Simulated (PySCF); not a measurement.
Choosing a molecule for a target property.

Species are written as SMILES; each is one conformer at its optimised geometry, gas phase, non-relativistic unless stated; the electronic structure was computed with PySCF and density fitting.

Dipoles, sizes and rotational constants follow the conformer. The torsions of the flexible species, by atom-mapped SMILES:
- `[CH:1]#[C:2][CH2:3][P:4]([CH2:5][PH2:6])[C:7]([F:8])=[C:9]([F:10])[F:11]`: C2–C3–P4–C5 71°, C3–P4–C5–P6 -179°, C3–P4–C7–F8 -99°, H–P6–C5–P4 -45°, H–P6–C5–P4 47°
- `[CH3:1][C:2]([CH3:3])([CH3:4])[CH2:5][n:6]1[n:7][n:8][cH:9][c:10]1[F:11]`: C1–C2–C5–N6 -172°, C2–C5–N6–N7 -80°
- `[CH2:1]=[C:2]1[CH:3]=[C:4]([O:5][C:6]([F:7])([F:8])[F:9])[C:10]1=[CH2:11]`: C3–C4–O5–C6 0°, C4–O5–C6–F7 180°
- `[CH3:1][N:2]([NH:3][SiH3:4])[CH:5]1[CH2:6][CH2:7][CH2:8]1`: C1–N2–N3–Si4 -94°, C1–N2–C5–C6 175°
- `[O:1]=[CH:2][NH:3][C@@H:4]1[CH:5]=[CH:6][C@@H:7]1[CH2:8][OH:9]`: O1–C2–N3–C4 3°, C2–N3–C4–C5 -129°, C6–C7–C8–O9 -46°, H–O9–C8–C7 58°

(1) Wanted: smallest rotational constant between 0.5 GHz and 0.9 GHz (GFN2-xTB) and HOMO–LUMO gap above 7.4 eV (PBE0/pcSseg-1), at GFN2-xTB geometries. Which candidate meets both?
A. `O=CN[C@@H]1C=C[C@@H]1CO`
B. `C=C1C=C(OC(F)(F)F)C1=C`
C. `FC(=C(P(CP)CC#C)F)F`
D. `C1C(N(C)N[SiH3])CC1`
E. `CC(C)(C)Cn1nncc1F`

Answers

(1) E. Computed values:
| species | smallest rotational constant | HOMO–LUMO gap |
| --- | --- | --- |
| FC(=C(P(CP)CC#C)F)F | 0.401 GHz | 6.61 eV |
| C=C1C=C(OC(F)(F)F)C1=C | 0.571 GHz | 5.76 eV |
| CC(C)(C)Cn1nncc1F | 0.689 GHz | 7.54 eV |
| C1C(N(C)N[SiH3])CC1 | 0.831 GHz | 7.31 eV |
| O=CN[C@@H]1C=C[C@@H]1CO | 0.990 GHz | 6.90 eV |
